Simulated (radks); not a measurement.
Problem. Species: S+. Configuration: [Ne] 3s2 3p3. Method: Dirac Kohn-Sham, LDA (Slater exchange, Perdew-Wang correlation), spin-unpolarised, spherical densities, point nucleus; open shells fill j = l - 1/2 first; computed with a radial shooting solver on a logarithmic mesh with Libxc functionals.

Spin-orbit splittings of the eigenvalues, e(l+1/2) - e(l-1/2), with zeta = 2 splitting/(2l+1) and mean radii in bohr:

shell  occ.  splitting (eV)  zeta (eV)  <r> j=l-1/2  <r> j=l+1/2
2p        6               ?          ?       0.4416       0.4439
3p        3          0.1016    0.06775        1.890        1.897

Estimate the 2p splitting.

Solution. 1.261 eV (zeta = 0.8410 eV).
